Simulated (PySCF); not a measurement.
Ligands exchanged one at a time, Ga F-OH. All species are isolated molecules in the gas phase. One relaxed conformer stands for each flexible species; it need not be the lowest. Strings in code marks are SMILES.

The HOMO from two functionals at the same geometries (PBE0-D4/def2-TZVP), both in PySCF: PBE-D3(BJ)/def2-TZVP and B3LYP-D3(BJ)/def2-TZVP. B3LYP has the VWN-RPA correlation part, as in Gaussian. 

| species | B3LYP-D3(BJ)/def2-TZVP (eV) |
|---|---|
| 0 of 3 F replaced by OH (`[F][Ga]([F])[F]`) | -11.47 |
| 1 of 3 F replaced by OH (`[OH][Ga]([F])[F]` (H–O–Ga–F torsion 180°)) | -9.73 |
| 2 of 3 F replaced by OH (`[Ga]([OH])([OH])[F]` (H–O–Ga–F torsion 0°, F–Ga–O–H torsion -180°)) | -9.07 |
| 3 of 3 F replaced by OH (`[Ga]([OH])([OH])[OH]`) | -8.68 |

Question: What does PBE-D3(BJ)/def2-TZVP give for each?

Answer: 
- 0 of 3 F replaced by OH (`[F][Ga]([F])[F]`): -9.66
- 1 of 3 F replaced by OH (`[OH][Ga]([F])[F]` (H–O–Ga–F torsion 180°)): -8.23
- 2 of 3 F replaced by OH (`[Ga]([OH])([OH])[F]` (H–O–Ga–F torsion 0°, F–Ga–O–H torsion -180°)): -7.60
- 3 of 3 F replaced by OH (`[Ga]([OH])([OH])[OH]`): -7.21
Over these rows, drawn at random from the members with no instability flagged (it was tested for open shells, ions and some series alone), PBE minus B3LYP-D3(BJ): mean +1.56 eV, from +1.47 eV to +1.81 eV.
